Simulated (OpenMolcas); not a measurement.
## Predicting a hybrid from its neighbours: Si2NH6Cl

The species is Si2NH6Cl (10 atoms), meant as a singlet with charge 0. SMILES: `N[SiH]([SiH3])Cl`. The shape is that of a PBE0-D4/def2-TZVP optimisation. This is one conformer, not always the lowest.

The vertical energy of the triplet above the singlet y, in eV, basis 6-31G(d); a is the functional's share of exact exchange. Programs: OpenMolcas 26.06.

```
functional     program     a  y (eV)
       PBE  OpenMolcas     0    5.71
      BLYP  OpenMolcas     0    5.76
     B3LYP  OpenMolcas   0.2    6.17
      PBE0  OpenMolcas  0.25       ?
     BHLYP  OpenMolcas   0.5    6.57
```

Question: Fit y = c + s·a to the known rows and predict PBE0.

Answer: 
1. Means of the 4 rows: a = 0.1750, y = 6.053.
2. Σ(Δa)² = 0.1675, Σ(Δa·Δy) = 0.28225, so the slope is 0.28225/0.1675 = 1.6851.
3. Intercept: 6.053 − (1.6851) × 0.1750 = 5.758. The largest residual of the fit is 0.075.
4. PBE0: 5.758 + (1.6851) × 0.25 = 6.18 eV.

The run gave 6.19 eV, so the prediction is off by -0.01 eV, within the largest residual.
